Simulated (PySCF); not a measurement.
cyclotrisilazane (H₉N₃Si₃), SMILES [SiH2]1N[SiH2]N[SiH2]N1.

Geometry: PBE-D3(BJ)/def2-SVP.

Level of theory: PySCF with B3LYP/def2-TZVP.

Gas-phase values at a fixed geometry.

- total energy: -1038.48312 hartree
- point group: Cs
- highest occupied level: -6.96 eV
- lowest empty level: 0.06 eV
- orbital gap: 7.01 eV
- dipole moment: 0.83 D
- quadrupole, principal values (traceless, Buckingham form, about the centre of nuclear charge): -7.35, -0.57, 7.91 D·Å
- mean static polarisability: 93.1 bohr³ (13.80 Å³)
- polarisability, principal values: 82.4, 98.3, 98.6 bohr³
